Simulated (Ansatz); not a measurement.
`CO[SiH2]C[SiH3]` → `C[O]`• + `[SiH2]C[SiH3]`•  (homolysis of the O–Si bond)

Computed with Ansatz on PBE0-D4/def2-TZVP structures; ΔE is electronic, products minus reactants. CBS: MP2 limit from def2 TZ/QZ plus the TZ coupled-cluster correction, frozen cores. Functionals use def2-TZVPP. B3LYP here is the variant with VWN-RPA as its local correlation; programs differ in this. No spin–orbit coupling; open shells (•) take unrestricted orbitals. Each species was taken in one conformer, which may not be the lowest.

`CO[SiH2]C[SiH3]`:

```xyz
15

C    -1.544    1.035    2.350
O    -0.903    0.069    1.552
Si   -0.163    0.449    0.133
C     0.543   -1.113   -0.577
Si    1.438   -0.905   -2.208
H    -2.368    1.519    1.813
H    -1.953    0.535    3.231
H    -0.844    1.809    2.685
H     0.914    1.454    0.375
H    -1.148    1.060   -0.807
H    -0.272   -1.832   -0.712
H     1.237   -1.543    0.153
H     0.517   -0.362   -3.242
H     1.965   -2.210   -2.689
H     2.581    0.035   -2.058
```

`C[O]`•:

Z-matrix (Å, degrees):
```
C
O 1 1.355
H 1 1.100 2 113.5
H 1 1.108 2 105.3 3 -115.7
H 1 1.100 2 113.5 3 128.6
```

`[SiH2]C[SiH3]`•:

```xyz
10

Si   -0.435    1.671    0.360
C     0.337   -0.019    0.610
Si   -0.205   -1.295   -0.652
H    -0.036    2.256   -0.950
H    -0.099    2.617    1.461
H     1.428    0.081    0.568
H     0.083   -0.381    1.611
H     0.076   -0.805   -2.027
H    -1.666   -1.546   -0.529
H     0.516   -2.580   -0.452
```

| level | ΔE (kcal/mol) | difference from CCSD(T)/CBS |
| --- | --- | --- |
| PBE-D4 | 110.0 | -10.5 |
| B3LYP-D4 | 111.8 | -8.7 |
| ωB97M-V | 118.2 | -2.3 |
| PBE | 108.3 | -12.2 |
| PBE0 | 109.5 | -11.0 |
| CCSD/def2-TZVPP | 114.7 | -5.8 |
| CCSD(T)/def2-TZVPP | 116.8 | -3.7 |
| HF/def2-QZVPP | 87.8 | -32.7 |
| SCS-MP2/def2-QZVPP | 125.6 | 5.1 |
| HF/CBS(def2) | 87.8 | -32.7 |
| CCSD(T)/CBS | 120.5 | 0 |

Largest T1 diagnostic among the species: 0.019.

The D4 term adds +2.7 kcal/mol with B3LYP and +1.5 kcal/mol with PBE0; it sums over pairs of atoms, weighted by their polarisabilities, and B3LYP, whose exchange is more repulsive, gets the larger term. From PBE to PBE0 (25 % exact exchange), in def2-TZVPP and without D4, ΔE moves by +1.2 kcal/mol. In def2-TZVPP, CCSD(T) changes the Hartree–Fock value by +29.4 kcal/mol (the triples alone add +2.1 kcal/mol) and MP2 by +38.2 kcal/mol; breaking electron pairs costs correlation energy, which Hartree–Fock lacks.
